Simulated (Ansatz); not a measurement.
Geometry optimisation, RKS PBE/def2-SVP (Ansatz 0.2.0).

Input:

```yaml
crystal:
  periodic: [false, false, false]
  atoms:
    - { symbol: Cl, position_ang: [-2.0457, -1.5523, 0.049] }
    - { symbol: B, position_ang: [-0.3027, -1.1182, 0.1745] }
    - { symbol: Ge, position_ang: [0.3111, 0.777, -0.1259] }
    - { symbol: H, position_ang: [0.5491, -1.959, 0.4282] }
    - { symbol: H, position_ang: [-0.0323, 1.2277, -1.5609] }
    - { symbol: H, position_ang: [-0.3283, 1.7259, 0.9247] }
    - { symbol: H, position_ang: [1.9101, 0.8309, 0.0648] }
basis:
  gaussian: { orbitals: def2-SVP }
hamiltonian:
  xc: pbe
relax:
  f_tol: 0.02
  max_steps: 40
```

Launched with:

```bash
$ ansatz run input.yaml --threads 1 --pin off --max-ram 2048MiB --backend cpu --events-out ev --progress --plain --runs-dir out
```

Where does it end, and by what steps?

The forces met the threshold. After 4 steps the energy has fallen by 0.120 eV; H4 moved furthest, 0.17 Å.

```
step  energy less start (eV)  largest force component (eV/Å)  accepted
   0                  0.0000                           1.057       yes
   1                 -0.1056                           0.497       yes
   2                 -0.1162                           0.189       yes
   3                 -0.1198                           0.056       yes
   4                 -0.1201                           0.013       yes
```

```xyz
7
Properties=species:S:1:pos:R:3
Cl -1.997 -1.543 0.063
B -0.289 -1.166 0.182
Ge 0.360 0.781 -0.117
H 0.451 -2.095 0.438
H -0.029 1.266 -1.542
H -0.331 1.747 0.887
H 1.896 0.941 0.043
```

Whether the end is a true minimum wasn't checked by a vibrational analysis.

Time of the run: 20 s on 1 thread of Arm Neoverse N1 (shared host), peak memory 0.12 GiB.
